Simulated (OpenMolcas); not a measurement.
## Ge III: effect of the basis set

| Property | Result |
| --- | --- |
| Program | OpenMolcas 26.06 |
| Method | SS-CASPT2, IPEA 0.25 Eh, imaginary shift 0.1 Eh (closed shells correlated: 3d) |
| Active space | 2 electrons in 8 orbitals (4s 4p 5s 5p) |
| State averaging | 2S+1 = 3 even, 3 roots; 2S+1 = 1 even, 7 roots; 2S+1 = 3 odd, 3 roots; 2S+1 = 1 odd, 3 roots |
| Spin-orbit coupling | state interaction with AMFI integrals over the reference wave functions, term energies averaged over their components |

A. ANO-RCC-VTZP [6s5p3d1f], DKH2, point nucleus; CASPT2 step about 2.5 core-seconds
B. ANO-RCC-VQZP [7s6p4d2f1g], DKH2, point nucleus; CASPT2 step about 6 core-seconds
C. ANO-R2 [6s5p4d3f1g], X2C, finite nucleus; CASPT2 step about 6 core-seconds
D. ANO-RCC [10s9p8d5f2g], DKH2, point nucleus; CASPT2 step of the order of 19 core-seconds

Energies in eV above 4s2 1S0, the measured ground level; measured values from Sugar and Musgrove, J. Phys. Chem. Ref. Data 22, 1213 (1993).

| Level | A | B | C | D | Measured |
| --- | --- | --- | --- | --- | --- |
| 4s2 1S0 | 0.0000 | 0.0000 | 0.0000 | 0.0000 | 0.0000 |
| 4s 4p 3P* 0 | 7.489 | 7.531 | 7.504 | 7.548 | 7.6540 |
| 4s 4p 3P* 1 | 7.570 | 7.613 | 7.585 | 7.630 | 7.7490 |
| 4s 4p 3P* 2 | 7.741 | 7.786 | 7.755 | 7.804 | 7.9528 |
| 4s 4p 1P* 1 | 11.546 | 11.404 | 11.362 | 11.332 | 11.3908 |

Deviations, from unrounded energies. A percentage is the sum of absolute deviations over the sum of measured energies, with the sign that they share, or ± where signs differ.

```tsv
Against measurement	Levels	A	B	C	D
mean absolute deviation (cm-1)	4	1400	880	1100	870
other configurations (%)	4	±2.0	±1.3	-1.6	-1.2
```

B, D lie about equally close to measurement and A furthest from it. The largest miss of D in the table is 4s 4p 3P* 2, by -1200 cm-1. The ranking rests on the paired levels alone, and a cruder setting can come out closer through cancelling errors.

Among A to D the level of the table that moves most is 4s 4p 1P* 1, by 1700 cm-1 (lowest in D, highest in A). Moves below CASPT2's spread within the term are not significant.

Over all roots computed the reference weight is 0.90 to 0.97 in A, 0.89 to 0.96 in B, 0.89 to 0.97 in C, 0.89 to 0.96 in D; the roots of lowest weight are the least certain, and an intruder state may touch them. The run also gave levels led by 4s 5s, which use shells meant for correlation; these and all levels above them are left out. Computed and measured levels are paired by configuration, term and J; levels that our copy of the source lacks, or whose pairing is in doubt (as where it misses far off the trend of its configuration), stay unpaired and out of the deviations. Only configurations of the active space appear. The table leaves out levels that lie high or whose names do not pair safely across all columns.

* marks odd parity.
